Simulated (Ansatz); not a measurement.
**One elementary step**

Start structure (GeHBrCl2, closed shell), relaxed at PBE0-D4/def2-TZVP:

Ge1  (-0.327, 0.689, -1.173)
Br2  (-0.290, -1.699, -1.021)
H3  (1.199, -0.667, 0.979)
Cl4  (-2.083, 1.102, 0.060)
Cl5  (1.502, 0.574, 1.155)
(Å)

The step: GeBrCl + HCl → GeCl₂ + HBr; bonds formed: Ge1–Cl5, Br2–H3; bonds broken: Ge1–Br2, H3–Cl5. Computed with Ansatz 0.2.0 (basis: def2-TZVPP and def2-QZVPP); correlated methods freeze the cores. Filled d shells of the heavier atoms are correlated. The def2 sets are not built for correlating such inner shells, so the correlated values are less sure here. Extrapolation: Hartree–Fock as exp(−7.88 √X), correlation as X^−2.97. Energies below are by CCSD(T) at an estimated basis limit (MP2 extrapolated from triple and quadruple zeta, plus CCSD(T) − MP2 in triple zeta).

(1) What are the electronic barrier and the energy of the step, from the start structure to the end structure? (To be estimated.)

T1 diagnostic: at most 0.011.

## Answers

(1) The calculation gives: Barrier 38.2 kJ/mol; step energy 7.6 kJ/mol (uphill); reverse barrier, their difference, 30.6 kJ/mol. Barrier and step energy count from the start structure, the reverse barrier from the end structure.

The saddle point: One imaginary mode of 283i cm⁻¹.
```
   pair  start (Å)  saddle (Å)  end (Å)
Ge1–Cl5       2.96        2.42     2.22
 Br2–H3       2.70        1.63     1.43
Ge1–Br2       2.39        2.68     3.11
 H3–Cl5       1.29        1.64     2.84
```

Zero-point energy (harmonic, PBE0-D4): ZPE is 26.5 kJ/mol at the start and 20.2 kJ/mol at the saddle, so the barrier goes from 38.2 to 32.0 kJ/mol.

For scale, one of the runs: CCSD(T)/def2-TZVPP, 194 basis functions, launched by `ansatz run in.yaml --threads 4 --pin off --events-out ev --progress --plain --max-ram 9574MiB`. Hardware: 4 CPU threads of an AMD EPYC 9R45, shared host. Wall time 31 s; peak host memory 2.2 GiB.
